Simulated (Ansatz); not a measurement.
Consider the substitution at a C–B bond: `CBBC` + `CB(S)Br` → `CSB(C)Br` + `BBC`.

Program: Ansatz. Geometries: PBE0-D4/def2-TZVP. ΔE: electronic, gas phase. CBS: MP2 limit from def2 TZ/QZ plus the TZ coupled-cluster correction, frozen cores. DFT in def2-TZVPP. For Br outer-core shells are correlated without core-valence functions, which leaves a few kJ/mol of doubt a bond. Scalar relativity is left out up to krypton. Each species was taken in one conformer, which may not be the lowest.

| level | ΔE (kJ/mol) | difference from CCSD(T)/CBS |
| --- | --- | --- |
| PBE-D4 | 46.2 | 1.6 |
| PBE0-D4 | 47.1 | 2.5 |
| ωB97X-V | 44.9 | 0.3 |
| ωB97M-V | 47.1 | 2.5 |
| B2PLYP | 46.8 | 2.2 |
| r2SCAN | 47.8 | 3.2 |
| PBE0 | 49.2 | 4.6 |
| HF/def2-TZVPP | 47.2 | 2.6 |
| MP2/def2-TZVPP | 44.1 | -0.5 |
| SCS-MP2/def2-TZVPP | 43.3 | -1.3 |
| CCSD/def2-TZVPP | 47.9 | 3.3 |
| CCSD(T)/def2-TZVPP | 46.2 | 1.6 |
| HF/def2-QZVPP | 47.2 | 2.6 |
| MP2/def2-QZVPP | 43.2 | -1.4 |
| HF/CBS(def2) | 47.2 | 2.6 |
| MP2/CBS(def2) | 42.5 | -2.1 |
| CCSD(T)/CBS | 44.6 | 0 |

Largest T1 diagnostic among the species: 0.011.

The D4 term adds −4.1 kJ/mol with B3LYP and −2.1 kJ/mol with PBE0; it sums over pairs of atoms, weighted by their polarisabilities, and B3LYP, whose exchange is more repulsive, gets the larger term.

B3LYP here is the variant with VWN-RPA as its local correlation; programs differ in this.
